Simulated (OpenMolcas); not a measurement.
## CH4AlO2 (SMILES C[O][Al][OH]): the vertical energy of the quartet above the doublet, rung by rung

CH4AlO2: 8 atoms, total charge 0, spin state doublet. SMILES: `C[O][Al][OH]`. Geometry: relaxed at PBE0-D4/def2-TZVP. This is one conformer, not always the lowest.

Quantity: the vertical energy of the quartet above the doublet, in eV. The values are calculated.

```
             level           kind     program  value (eV)  CPU time (all runs)
     UHF/6-311+G**   Hartree–Fock  OpenMolcas        5.12                 74 s
U-revPBE/6-311+G**            GGA  OpenMolcas        5.53              3.4 min
   UBLYP/6-311+G**            GGA  OpenMolcas        5.69              3.6 min
    UPBE/6-311+G**            GGA  OpenMolcas        5.57              3.3 min
U-r2SCAN/6-311+G**       meta-GGA  OpenMolcas        5.66              4.9 min
  UM06-L/6-311+G**       meta-GGA  OpenMolcas        5.84              4.9 min
   UTPSS/6-311+G**       meta-GGA  OpenMolcas        5.97              6.5 min
  UBHLYP/6-311+G**  global hybrid  OpenMolcas        6.15              3.6 min
```

The values span 5.12 to 6.15 eV. CPU times are rough (shared hosts, several kinds of processor): they show what a rung costs within a factor of a few.
